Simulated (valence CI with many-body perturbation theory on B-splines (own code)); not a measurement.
Values are calculated unless marked as measured or tabulated.
**Rh XXXIII: input, log and results**

Method: valence CI with perturbative core correlation (CI+MBPT): three valence electrons over a frozen Dirac-Fock core [Ne], a basis of 11 s, 11 p, 9 d, 7 f, 5 g, 2 h, 1 i functions for each j, with the one-electron correlation potential Σ1 (screened to all orders), the two-electron term Σ2, the three-electron term Σ3, Breit, model QED; selected single and double excitations, second order for the rest (own B-spline code, finite nucleus).

Command, and the settings that its task file holds:

```sh
python run_cv.py task.json out
```

```
atom Rh  Z=45  mass_number=103  rms_radius_fm=4.4945
core [Ne]
valence 3s2 3p1
avg = 1
basis = L
breit = 1
cap = 40000
capref = 1200
cscale = 1
de = 0.0
dress = 0
eps = 2e-08
h = 0.27
hh = 1
l2 = 3
lcore = 6
maxit = 60
n2 = 5
natural = 1
nlev = 60
nno = [7, 7, 6, 5, 4, 2, 1]
nroot = 26
nsp = [4, 4, 3, 2, 1, 0, 0]
pt2 = 1
qed = 1
rpa = 1
s1 = 1
s2 = 1
s3 = 1
screen = 1
tol = 2e-05
```

Q: Roughly how long does this run take on one core of Arm Neoverse V1, and how much memory?

A: 98 s on 1 thread of Arm Neoverse V1 (shared host), peak memory 0.64 GiB.

Log. The first blocks belong to the next ion, which gives the ionisation energy. Fields: 2J, parity (1 odd), roots, reference size, generating configurations, candidates as configurations/state functions, variational space P, stored matrix elements, Davidson steps; e2 is the range of second-order energies in hartree. The first line gives the box (bohr), its intervals, the orbitals and the steps of their self-consistent field. Window is the range of levels sought, series limit the energy at which the first omitted orbital would enter, core excitation an estimate of the first excitation out of the core, left out the lowest levels not solved, and shifts from estimates the range by which levels moved from their first estimate, all in cm⁻¹.

```
rmax 3.5 intervals 58 orbitals 81 references ['3s2 3p', '3s 3p2', '3s2 3d', '3p3', '3s 3p 3d'] scf 3 t 0.9
2J=0 par=0 roots 2 ref 20 generators 4 cand 362/362 P 362/362 nnz 0 it 0
2J=0 par=0 roots 2 ref 20 generators 6 cand 20/20 P 380/380 nnz 0 it 0
   second order: generators 7 cand 2/2 e2 -0.00000 -0.00000
reference levels 716, estimated 128, window 3031215 1/cm; series limit 11867744, core excitation 22623901
2J=1 par=1 roots 7 ref 55 generators 10 cand 3601/5471 P 3672/5567 nnz 4.2e+06 it 4
2J=1 par=1 roots 7 ref 55 generators 12 cand 2745/4305 P 4440/6767 nnz 6e+06 it 4
   second order: generators 17 cand 4160/6586 e2 -0.00001 -0.00000
2J=3 par=1 roots 12 ref 89 generators 14 cand 5479/11398 P 3841/7999 nnz 8.6e+06 it 5
2J=3 par=1 roots 12 ref 89 generators 15 cand 4189/9468 P 5412/11614 nnz 1.7e+07 it 5
   second order: generators 23 cand 6532/15637 e2 -0.00001 -0.00000
2J=1 par=0 roots 10 ref 59 generators 12 cand 3572/5478 P 4101/6307 nnz 5.4e+06 it 4
2J=1 par=0 roots 10 ref 59 generators 15 cand 3488/5470 P 4649/7176 nnz 6.9e+06 it 4
   second order: generators 24 cand 4978/7957 e2 -0.00001 -0.00000
2J=3 par=0 roots 14 ref 92 generators 14 cand 5416/11370 P 3742/8000 nnz 8.7e+06 it 5
2J=3 par=0 roots 14 ref 92 generators 16 cand 4271/9433 P 5651/12187 nnz 1.9e+07 it 7
   second order: generators 28 cand 6195/14989 e2 -0.00001 -0.00000
2J=5 par=0 roots 12 ref 94 generators 13 cand 5997/14151 P 3459/8000 nnz 8.8e+06 it 5
2J=5 par=0 roots 12 ref 94 generators 18 cand 6567/17731 P 5808/13989 nnz 2.6e+07 it 7
   second order: generators 26 cand 4218/11742 e2 -0.00001 -0.00000
2J=5 par=1 roots 9 ref 86 generators 11 cand 6096/14136 P 3504/8000 nnz 8.8e+06 it 4
2J=5 par=1 roots 9 ref 86 generators 13 cand 6531/17698 P 5330/12730 nnz 2.1e+07 it 4
   second order: generators 22 cand 6102/17183 e2 -0.00002 -0.00000
2J=7 par=1 roots 5 ref 63 generators 8 cand 5763/13865 P 3409/7997 nnz 9.1e+06 it 4
2J=7 par=1 roots 5 ref 63 generators 9 cand 4887/13625 P 4693/11377 nnz 1.8e+07 it 4
   second order: generators 16 cand 7804/24277 e2 -0.00002 -0.00001
2J=9 par=1 roots 2 ref 33 generators 4 cand 4755/11404 P 2627/6046 nnz 5.6e+06 it 4
2J=9 par=1 roots 2 ref 33 generators 5 cand 3250/7891 P 3661/8738 nnz 1.1e+07 it 4
   second order: generators 9 cand 5012/14219 e2 -0.00002 -0.00001
2J=7 par=0 roots 7 ref 67 generators 7 cand 5673/13819 P 3279/8000 nnz 9.3e+06 it 5
2J=7 par=0 roots 7 ref 67 generators 11 cand 6395/18044 P 5030/12607 nnz 2.2e+07 it 5
   second order: generators 19 cand 7342/21935 e2 -0.00002 -0.00000
2J=9 par=0 roots 4 ref 41 generators 5 cand 4674/11417 P 2984/7075 nnz 8.4e+06 it 4
2J=9 par=0 roots 4 ref 41 generators 8 cand 4377/11914 P 3899/9326 nnz 1.3e+07 it 4
   second order: generators 15 cand 4768/13666 e2 -0.00002 -0.00001
left out: unestimated 4376895, estimated 3241487, shifts from estimates -7 to 74
operators 0.8
```

The Davidson iterations converged.

The last digits are not significant, and no measured levels were compared; by estimate large intervals hold to a few tenths of a per cent, small ones and those within an open d or f shell to about a per cent.

```yaml
Valence_energy: -224.5943 hartree
Ionisation_energy: "1921.7 eV (NIST: 1903 ± 9 eV (semi-empirical))"
Reference_configurations_for_the_orbitals: 3s2 3p, 3s 3p2, 3s2 3d, 3p3, 3s 3p 3d
Radial_orbitals: 81
Box_radius: 3.473 bohr
Largest_variational_space: 13989
Lowest_levels: (3s^2 3p1/2) J=1/2 0, (3s^2 3p3/2) J=3/2 282950, (3s 3p1/2^2) J=1/2 607040, (3s 3p1/2 3p3/2) J=3/2 [a] 798330, (3s 3p1/2 3p3/2) J=5/2 862920, (3s 3p1/2 3p3/2) J=3/2 [b] 963240, (3s 3p1/2 3p3/2) J=1/2 1035000, (3s 3p3/2^2) J=5/2 1115900, (3s^2 3d3/2) J=3/2 1258600, (3s 3p3/2^2) J=1/2 1320100, (3s^2 3d5/2) J=5/2 1350500, (3s 3p3/2^2) J=3/2 1364000, (3p1/2^2 3p3/2) J=3/2 1608900, (3s 3p1/2 3d3/2) J=3/2 [a] 1712500 cm⁻¹
```

Levels are named by their leading jj configuration (3d3/2^4 stands for four electrons in 3d with j = 3/2), which in mixed levels can hold well under half, so a name can repeat and another be missing. Letters in brackets count levels of one name in rising energy.
